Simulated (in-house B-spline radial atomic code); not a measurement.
Ionising Pb⁵⁺ with different functionals

Computed with an all-electron radial atomic-structure program (B-spline basis): four-component Dirac-Coulomb Hamiltonian, Fermi nucleus of rms radius 5.5012 fm, spin-restricted, spherical fractional occupations for the functionals. The ionisation energy is the difference of two self-consistent energies, [Xe] 4f14 5d9 → [Xe] 4f14 5d8, without Breit or QED terms; ε is the level of the shell that loses the electron (mean over j). The electron is taken from both j subshells in proportion to 2j + 1, so the result is a j average, not the step between ground levels.

Hybrids are left out here: with spherical fractional occupations of an open shell their exact exchange keeps a self-interaction that integer-occupation calculations don't have.

```json
{"method": "LDA VWN5", "rung": "LDA", "ΔSCF (eV)": "86.82", "-ε(5d) (eV)": "78.29"}
{"method": "relativistic LDA", "rung": "LDA", "ΔSCF (eV)": "86.82", "-ε(5d) (eV)": "78.30"}
{"method": "LDA PW92", "rung": "LDA", "ΔSCF (eV)": "86.81", "-ε(5d) (eV)": "78.28"}
{"method": "LDA exchange-only", "rung": "LDA", "ΔSCF (eV)": "84.99", "-ε(5d) (eV)": "76.48"}
{"method": "PBE", "rung": "GGA", "ΔSCF (eV)": "86.55", "-ε(5d) (eV)": "78.02"}
{"method": "PBEsol", "rung": "GGA", "ΔSCF (eV)": "86.57", "-ε(5d) (eV)": "78.04"}
{"method": "BLYP", "rung": "GGA", "ΔSCF (eV)": "86.34", "-ε(5d) (eV)": "77.82"}
{"method": "RPBE", "rung": "GGA", "ΔSCF (eV)": "86.48", "-ε(5d) (eV)": "77.95"}
{"method": "PW91", "rung": "GGA", "ΔSCF (eV)": "86.63", "-ε(5d) (eV)": "78.10"}
{"method": "BP86", "rung": "GGA", "ΔSCF (eV)": "86.63", "-ε(5d) (eV)": "78.10"}
{"method": "AM05", "rung": "GGA", "ΔSCF (eV)": "86.59", "-ε(5d) (eV)": "78.06"}
{"method": "OLYP", "rung": "GGA", "ΔSCF (eV)": "86.88", "-ε(5d) (eV)": "78.32"}
```

Task: How do they compare with the NIST value?

Result: NIST lists 83 eV ± 2 (tabulated theory, ground level to ground level). Errors run from +2.09 to +3.98 eV; all lie within about twice that uncertainty, so the table can't rank the methods.
